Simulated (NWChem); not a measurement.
Molecule: ZnHI; SMILES [ZnH][I]

```xyz
3

Zn     0.0000     0.0000    -1.4951
H      0.0000     0.0000    -3.0313
I      0.0000     0.0000     0.9431
```
Atoms are numbered in this order, from 1.

Structure relaxed at the PBE0/def2-SVP level. def2 effective core potentials on I; no spin-orbit coupling.

Task: List the 4 lowest vertical singlet excitations from Hartree-Fock/def2-SVPD with def2 effective core potentials on I, TDHF (NWChem).

Result: 
| state | energy (eV) | oscillator strength | leading excitation (squared amplitude) |
|---|---|---|---|
| S1 | 6.56 | 0.066 | HOMO → LUMO+2 (0.68) |
| S2 | 6.56 | 0.066 | HOMO−1 → LUMO+2 (0.68) |
| S3 | 6.75 | 0.000 | HOMO−1 → LUMO (0.40) |
| S4 | 6.75 | 0.000 | HOMO−1 → LUMO+1 (0.40) |
